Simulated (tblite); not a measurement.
Species: C7H6NO (doublet state).
Atom-mapped SMILES: `[CH:1]#[C:2][C:3](=[O:4])[N:5][CH2:6][C:7]#[C:8][CH3:9]` (hydrogens: H10 on C1; H11, H12 on C6; H13, H14, H15 on C9)

Computed geometry: GFN2-xTB, gas phase. This method treats the open shell by occupation alone, without spin polarisation.

(1) Give the optimised bond lengths and angles.

Answers

(1) 
```
                  bond  length (Å)   order
                 C1≡C2       1.197  triple
                 C2–C3       1.475  single
                 C3=O4       1.216  double
                 C3–N5       1.298  single
                 N5–C6       1.408  single
                 C6–C7       1.453  single
                 C7≡C8       1.201  triple
                 C8–C9       1.443  single
                C1–H10       1.051  single
        C6–H11, C6–H12       1.102  single
C9–H13, C9–H14, C9–H15       1.089  single
```

Bonds in one row agree within 0.01 Å and their mean is given. Orders are formal, as drawn. A selection of angles:
```
   angle  degrees
C1–C2–C3    178.5
C2–C3–O4    118.0
C2–C3–N5    110.7
O4–C3–N5    131.3
C3–N5–C6    131.7
N5–C6–C7    114.4
C6–C7–C8    175.9
C7–C8–C9    177.8
```

Torsions: C2–C3–N5–C6 -9° (synperiplanar); C3–N5–C6–C7 -60° (synclinal). The mirror-image conformer, all signs reversed, is as good.

C3 (carbon bonded to C, N and O) is planar (angles 131.3°, 118.0° and 110.7°, sum 359.9°, 0.02 Å off the plane of its three neighbours). The C–C distances run from 1.197 Å (C1≡C2, drawn triple) to 1.475 Å (C2–C3, drawn single), a spread of 0.278 Å. Of the pairs four or more bonds apart, C2···C7 is among the closest relative to their van der Waals radii: 3.03 Å, 89 % of the sum of Bondi's values. The 2 C–N bonds span 1.298 Å (C3–N5, drawn single in one of several resonance forms) to 1.408 Å (N5–C6, drawn single), a spread of 0.110 Å.

Point group: C1 (no symmetry element, even within 0.4 Å). GFN2-xTB frequencies show an imaginary mode (21i cm⁻¹), so the point is no minimum at that level. 3 starts were optimised and ended at 0.00, 0.00 and 3.48 kcal/mol (GFN2-xTB); the lowest of these is shown.

Hardware: an Intel Xeon at 2.50 GHz with one thread, shared host with 64 logical CPUs at a one-minute load of 62. Cost: 2.7 s of wall time. These figures are those of the optimisation.
